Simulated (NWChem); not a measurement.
System: C$_{3}$H$_{4}$F$_{2}$Si; SMILES [SiH2]1C=CC1(F)F

Input file for NWChem:

```
start job
memory heap 200 mb stack 900 mb global 1100 mb
geometry units angstroms noautoz
  F     -0.181349    -1.456523     1.099039
  C     -0.005409    -0.652168     0.000000
  F     -0.181349    -1.456523    -1.099039
  C      1.328042     0.064101     0.000000
  C      1.042336     1.382988     0.000000
  Si    -0.814731     1.112896     0.000000
  H      2.298130    -0.436041     0.000000
  H      1.764557     2.192858     0.000000
  H     -1.575807     1.516214    -1.213726
  H     -1.575807     1.516214     1.213726
end
basis spherical
  * library pcseg-1
end
dft
  xc b3lyp
  iterations 150
  mulliken
end
task dft energy
```

Output (shortened):

```
             Northwest Computational Chemistry Package (NWChem) 7.3.0
             --------------------------------------------------------

 CS  symmetry detected

                             Geometry "geometry" -> ""
                             -------------------------

 Output coordinates in angstroms (scale by  1.889725989 to convert to a.u.)

  No.       Tag          Charge          X              Y              Z
 ---- ---------------- ---------- -------------- -------------- --------------
    1 F                    9.0000    -0.17115031    -1.43883587     1.09903900
    2 C                    6.0000    -0.00538878    -0.63232179     0.00000000
    3 F                    9.0000    -0.17115031    -1.43883587    -1.09903900
    4 C                    6.0000     1.31890445     0.10074049     0.00000000
    5 C                    6.0000     1.01655483     1.41591179     0.00000000
    6 Si                  14.0000    -0.83695081     1.12237409     0.00000000
    7 H                    1.0000     2.29523515    -0.38710283     0.00000000
    8 H                    1.0000     1.72848405     2.23484364     0.00000000
    9 H                    1.0000    -1.60306266     1.51604236    -1.21372600
   10 H                    1.0000    -1.60306266     1.51604236     1.21372600

 Effective nuclear repulsion energy (a.u.)     292.7470203327

      Symmetry information
      --------------------

 Group name             Cs
 Group number              2
 Group order               2
 No. of unique centers     8

                                 NWChem DFT Module
                                 -----------------

 Summary of "ao basis" -> "ao basis" (spherical)
 ------------------------------------------------------------------------------
       Tag                 Description            Shells   Functions and Types
 ---------------- ------------------------------  ------  ---------------------
 F                          pcseg-1                  6       14   3s2p1d
 C                          pcseg-1                  6       14   3s2p1d
 Si                         pcseg-1                  8       18   4s3p1d
 H                          pcseg-1                  3        5   2s1p

      Symmetry analysis of basis
      --------------------------

        a'         70
        a"         38

            General Information
            -------------------
          SCF calculation type: DFT
          Wavefunction type:  closed shell.
          No. of atoms     :    10
          No. of electrons :    54
           Alpha electrons :    27
            Beta electrons :    27
          Charge           :     0
          Spin multiplicity:     1
          Use of symmetry is: on ; symmetry adaption is: on
          Maximum number of iterations: 150
          AO basis - number of functions:   108
                     number of shells:    50
          Convergence on energy requested:  1.00D-06
          Convergence on density requested:  1.00D-05
          Convergence on gradient requested:  5.00D-04

              XC Information
              --------------
                         B3LYP Method XC Potential
                     Hartree-Fock (Exact) Exchange  0.200
                        Slater Exchange Functional  0.800 local
                    Becke 1988 Exchange Functional  0.720 non-local
              Lee-Yang-Parr Correlation Functional  0.810
                  VWN I RPA Correlation Functional  0.190 local

             Grid Information
             ----------------
          Grid used for XC integration:  medium
          Radial quadrature: Mura-Knowles
          Angular quadrature: Lebedev.
          Tag              B.-S. Rad. Rad. Pts. Rad. Cut. Ang. Pts.
          ---              ---------- --------- --------- ---------
          F                   0.50       49          11.0       434
          C                   0.70       49          10.0       434
          Si                  1.10       88          11.0       590
          H                   0.35       45          12.0       434
          Grid pruning is: on
          Number of quadrature shells:   419
          Spatial weights used:  Erf1

      Superposition of Atomic Density Guess
      -------------------------------------

 Sum of atomic energies:        -602.45135936

      Non-variational initial energy
      ------------------------------

 Total energy =    -605.110066
 1-e energy   =   -1414.522884
 2-e energy   =     516.665798
 HOMO         =      -0.299400
 LUMO         =      -0.028500

      Symmetry analysis of molecular orbitals - initial
      -------------------------------------------------

  Numbering of irreducible representations:

     1 a'          2 a"

  Orbital symmetries:

     1 a'          2 a'          3 a"          4 a'          5 a'
     6 a'          7 a'          8 a'          9 a"         10 a'
    11 a'         12 a"         13 a'         14 a'         15 a'
    16 a'         17 a"         18 a'         19 a'         20 a"
    21 a'         22 a"         23 a'         24 a"         25 a'
    26 a"         27 a'         28 a"         29 a'         30 a'
    31 a"         32 a'         33 a'         34 a'         35 a'
    36 a"         37 a'

     ---------------------------------------------
      Total Density - Mulliken Population Analysis
     ---------------------------------------------

    Atom       Charge   Shell Charges
 -----------   ------   -------------------------------------------------------
    1 F    9     9.49   2.00  0.96  0.97  3.55  2.01  0.01
    2 C    6     5.20   2.00  0.74  0.47  1.45  0.44  0.10
    3 F    9     9.49   2.00  0.96  0.97  3.55  2.01  0.01
    4 C    6     6.20   2.00  0.82  0.53  1.97  0.84  0.04
    5 C    6     6.37   2.00  0.82  0.58  2.00  0.95  0.03
    6 Si  14    13.38   2.00  2.00  0.95  0.29  5.99  1.81  0.20  0.14
    7 H    1     0.85   0.69  0.14  0.02
    8 H    1     0.85   0.68  0.14  0.02
    9 H    1     1.09   0.72  0.36  0.01
   10 H    1     1.09   0.72  0.36  0.01

   convergence    iter        energy       DeltaE   RMS-Dens  Diis-err
 ---------------- ----- ----------------- --------- --------- ---------
 d= 0,ls=0.0,diis     1   -605.6805080991 -8.98D+02  1.27D-02  1.02D+00
 d= 0,ls=0.0,diis     2   -605.6183949896  6.21D-02  6.63D-03  1.95D+00
 d= 0,ls=0.0,diis     3   -605.7916002902 -1.73D-01  1.44D-03  3.65D-02
 d= 0,ls=0.0,diis     4   -605.7940302071 -2.43D-03  7.05D-04  8.62D-03
 d= 0,ls=0.0,diis     5   -605.7949394946 -9.09D-04  2.19D-04  1.13D-03
  Resetting Diis
 d= 0,ls=0.0,diis     6   -605.7950708401 -1.31D-04  7.37D-05  7.75D-05
 d= 0,ls=0.0,diis     7   -605.7950807429 -9.90D-06  2.53D-05  1.85D-06
 d= 0,ls=0.0,diis     8   -605.7950804988  2.44D-07  1.45D-05  3.93D-06
 d= 0,ls=0.0,diis     9   -605.7950809963 -4.98D-07  2.27D-06  1.00D-07

         Total DFT energy =     -605.795080996302
      One electron energy =    -1418.179006956839
           Coulomb energy =      579.255571449746
    Exchange-Corr. energy =      -59.618665821880
 Nuclear repulsion energy =      292.747020332671

 Numeric. integr. density =       54.000029801170

                  Occupations of the irreducible representations
                  ----------------------------------------------

                     irrep           alpha         beta
                     --------     --------     --------
                     a'               19.0         19.0
                     a"                8.0          8.0

                       DFT Final Molecular Orbital Analysis
                       ------------------------------------

 Vector   25  Occ=2.000000D+00  E=-3.401202D-01  Symmetry=a'
              MO Center=  3.6D-01,  1.0D+00, -1.4D-15, r^2= 2.9D+00
   Bfn.  Coefficient  Atom+Function         Bfn.  Coefficient  Atom+Function
  ----- ------------  ---------------      ----- ------------  ---------------
    60      0.411884   5 C  px               78     -0.353986   6 Si px
    17      0.214719   2 C  s                63      0.194427   5 C  px
    94      0.177289   8 H  s                89     -0.168748   7 H  s
    79     -0.162668   6 Si py               59     -0.155593   5 C  s
    19      0.137791   2 C  py               46     -0.137334   4 C  px

 Vector   26  Occ=2.000000D+00  E=-3.075366D-01  Symmetry=a"
              MO Center=  6.7D-01,  7.5D-01,  6.0D-16, r^2= 2.9D+00
   Bfn.  Coefficient  Atom+Function         Bfn.  Coefficient  Atom+Function
  ----- ------------  ---------------      ----- ------------  ---------------
    48      0.391280   4 C  pz               62      0.373054   5 C  pz
    65      0.258247   5 C  pz               51      0.232225   4 C  pz
    99      0.158715   9 H  s               104     -0.158715  10 H  s
   100      0.117187   9 H  s               105     -0.117187  10 H  s
    80     -0.105540   6 Si pz                5     -0.089089   1 F  py

 Vector   27  Occ=2.000000D+00  E=-2.971331D-01  Symmetry=a'
              MO Center= -1.7D-01, -2.9D-01, -3.2D-15, r^2= 2.8D+00
   Bfn.  Coefficient  Atom+Function         Bfn.  Coefficient  Atom+Function
  ----- ------------  ---------------      ----- ------------  ---------------
    79      0.354771   6 Si py               18      0.351026   2 C  px
     4     -0.262221   1 F  px               32     -0.262221   3 F  px
    45      0.246033   4 C  s                46     -0.224788   4 C  px
    17     -0.217026   2 C  s                 7     -0.192905   1 F  px
    35     -0.192905   3 F  px               49     -0.179111   4 C  px

[...]
```

Level: B3LYP/pcseg-1. Geometry: optimised at B3LYP/6-31G* (spherical d). B3LYP is NWChem's, with the RPA form of VWN correlation.
